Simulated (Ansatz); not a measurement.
A nudged elastic band was laid between two geometries of C2H4AlBr (8 atoms, charge 0, multiplicity 1).

The calculation used RKS B3LYP/def2-SVP in Ansatz.

```
movable images  : 5
climbing image  : yes
spring          : 5.0 eV/Å²
optimiser       : quadratic models (default)
start path      : through a guess of the saddle point
force threshold : 0.05 eV/Å
iteration limit : 60
end points      : relaxed
```

First end point:

```xyz
8
Properties=species:S:1:pos:R:3
Br -2.080 0.628 -0.044
C -0.079 0.387 -0.790
C 0.769 0.366 0.487
Al -0.332 -1.221 0.215
H -0.009 1.133 -1.590
H 0.705 1.190 1.215
H 1.820 0.204 0.181
H -0.701 -2.743 0.269
```

Last end point:

```xyz
8
Properties=species:S:1:pos:R:3
Br -1.613 2.622 -0.347
C -0.440 1.115 -0.437
C -0.431 0.100 0.437
Al 0.832 -1.365 0.187
H 0.223 1.198 -1.303
H -1.151 0.137 1.265
H 1.822 -1.274 -1.048
H 0.849 -2.590 1.191
```

(1) Which bonds break or form, and what moves?

(2) Give the energies along the band, and the barrier.

(3) What is the geometry of the highest image?

Answers

(1) Bonds broken: Br1–Al4, C2–Al4, C3–H7. Bonds formed: Al4–H7.

(2) The forces met the threshold. The highest image is number 3 of 0 to 6, 49.3 kcal/mol above the first end and 69.3 kcal/mol above the last; the last end lies 20.0 kcal/mol below the first. The profile has 2 maxima (images 1, 3) with wells between them (image 2): this band takes more than one step, which may be the mechanism or a detour left from its start path. Neighbouring images differ by up to 2.2 eV, so the band resolves the path poorly. A vibrational analysis at the climbing image gives one clearly imaginary mode, 1268i cm⁻¹: a first-order saddle point. The orbitals stay closed-shell, which can raise the energy where a bond breaks towards radicals; this wasn't checked here.

| image | path coordinate (Å) | energy (kcal/mol) | Br1–Al4 (Å) | C2–Al4 (Å) | C3–H7 (Å) |
| --- | --- | --- | --- | --- | --- |
| 0 | 0.00 | 0.0 | 2.56 | 1.91 | 1.11 |
| 1 | 1.65 | 10.8 | 3.67 | 2.06 | 1.09 |
| 2 | 3.30 | 9.8 | 5.14 | 3.83 | 1.09 |
| 3 | 4.94 | 49.3 | 4.84 | 3.00 | 1.58 |
| 4 | 5.88 | -0.5 | 4.63 | 2.78 | 2.47 |
| 5 | 6.81 | -18.4 | 4.69 | 2.83 | 3.00 |
| 6 | 7.74 | -20.0 | 4.71 | 2.86 | 3.03 |

(3) 
```xyz
8
Properties=species:S:1:pos:R:3
Br -1.749 2.274 -0.371
C -0.516 0.833 -0.569
C 0.103 0.191 0.433
Al 0.974 -1.721 -0.083
H -0.364 0.590 -1.627
H 0.012 0.554 1.465
H 1.469 -0.182 -0.272
H 0.164 -2.596 0.968
```

Run time: 6.5 min on 2 threads of Intel(R) Xeon(R) Platinum 8488C (Sapphire Rapids) (shared host), peak memory 0.24 GiB.
